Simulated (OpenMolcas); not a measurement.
Yb3+ with 8 ligands (chloride) in cubic eightfold coordination (Oh) at 2.89 Å. A charge of +0.625 e stands 2.4 Å behind each ligand. Ligand basis ANO-RCC-VDZP.
```
Yb    0.0000    0.0000    0.0000
Cl    1.6685    1.6685    1.6685
Cl    1.6685    1.6685   -1.6685
Cl    1.6685   -1.6685    1.6685
Cl    1.6685   -1.6685   -1.6685
Cl   -1.6685    1.6685    1.6685
Cl   -1.6685    1.6685   -1.6685
Cl   -1.6685   -1.6685    1.6685
Cl   -1.6685   -1.6685   -1.6685
```

```yaml
Program: OpenMolcas
Method: CASSCF
Basis: ANO-RCC-VDZP [7s6p4d2f1g]
Scalar_Hamiltonian: DKH2, point nucleus
Active_space: 13 electrons in 7 orbitals (4f)
State_averaging: 2S+1 = 2 odd, 7 roots
Spin-orbit_coupling: state interaction with AMFI integrals over the reference wave functions
```

Problem. What is the spin-free ground state (labels of O, the rotations of Oh)?

Solution. 2A2, 1-fold in its orbital part; it has the highest spin that f13 allows.

Problem. Where is the first state of the same spin?

Solution. A 6-fold state lies at 194 cm-1 above the ground state.

Problem. What are the lowest two levels with spin-orbit coupling?

Solution. A 2-fold level Γ7 with g = 3.43, 3.43, 3.43, then a 6-fold level 112.0 cm-1 above it. Their leading multiplicities are 2 (100 %) and 2 (100 %).

Problem. What is χT at 300 K, and how does it compare with the textbook value?

Solution. Hund's rules give f13 the level 2F7/2 with g = 1.143, so an isolated free-ion multiplet has χT = g² J(J+1) / 8 = 2.571 cm3 K/mol. The computed 2.550 at 300 K differs by -1 %, through the field's splitting, the mixing of terms and any other multiplet in reach.

Without dynamic correlation the ligand-field splitting of an f shell can come out too small, at times by half. The distance lies 5 % over the 2.75 Å that this model takes as the normal distance (a Shannon-type radius plus a fixed donor radius); by an R⁻⁵ law this alone changes a d-shell field by about -22 %. A group larger than the point group allows holds several states that coincide in this model. No measured value stands beside these numbers; the geometry was imposed, not optimised, and the real ion may take another.
